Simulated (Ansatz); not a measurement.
# Two structures, one formula

The two ends of one reaction step of GeH$_{4}$S, singlet (PBE0-D4/def2-TZVP).

A:

| atom | x (Å) | y (Å) | z (Å) |
| --- | --- | --- | --- |
| Ge1 | -0.0321 | -1.0689 | -0.7178 |
| H2 | -0.4643 | 1.6353 | -0.9135 |
| S3 | 1.3353 | -0.9626 | 1.0420 |
| H4 | 0.0008 | 1.5301 | -1.4939 |
| H5 | -1.3141 | -0.5925 | 0.1016 |
| H6 | 0.4745 | -0.5414 | 1.9816 |

B:

Ge1  (-0.363, -0.517, -1.353)
H2  (1.802, 0.647, 0.485)
S3  (0.874, -0.267, 0.818)
H4  (-1.100, 0.862, -1.047)
H5  (-1.385, -1.341, -0.450)
H6  (0.171, 0.618, 1.547)
(Å)

Computed with Ansatz 0.2.0 (basis: def2-TZVPP); correlated methods freeze the cores. Filled d shells of the heavier atoms are correlated. The def2 sets are not built for correlating such inner shells, so the correlated values are less sure here. B3LYP uses VWN-RPA correlation.

(1) Which structure is lower at CCSD(T), and by how much? (An estimate is asked for; the value comes from the calculation.)

The T1 diagnostic stays at or below 0.014.

Results:

(1) Computed: A, by 32.6 kJ/mol (electronic energy, against the other). By their contacts, A is a complex of GeH₂S ([SH][GeH]) + H₂ and B is GeH₄S ([SH2][GeH2]).

All methods give the same order:

```tsv
method	E(B) − E(A) (kJ/mol)
SPW92	10.7
PBE-D4	32.9
BLYP-D4	44.2
r2SCAN-D4	29.2
B97M-V	30.2
PBE0-D4	27.2
B3LYP-D4	37.7
r2SCAN0-D4	26.2
BHLYP-D4	32.3
CAM-B3LYP-D4	30.0
wB97X-V	28.9
wB97M-V	32.4
B2PLYP	36.6
PBE-QIDH	26.2
RPA on PBE	34.7
HF	35.7
MP2	35.0
CCSD	30.6
CCSD(T)	32.6
```

Labels in which every atom is bracketed show which atoms are joined, not bond orders.

For scale, one of the runs: CCSD(T)/def2-TZVPP, 146 basis functions, launched by `ansatz run in.yaml --threads 2 --pin off --events-out ev --progress --plain --max-ram 4352MiB`. The run took 13 s on 2 CPU threads of an Arm Neoverse V2 (shared host), with 0.83 GiB of host memory at its peak.
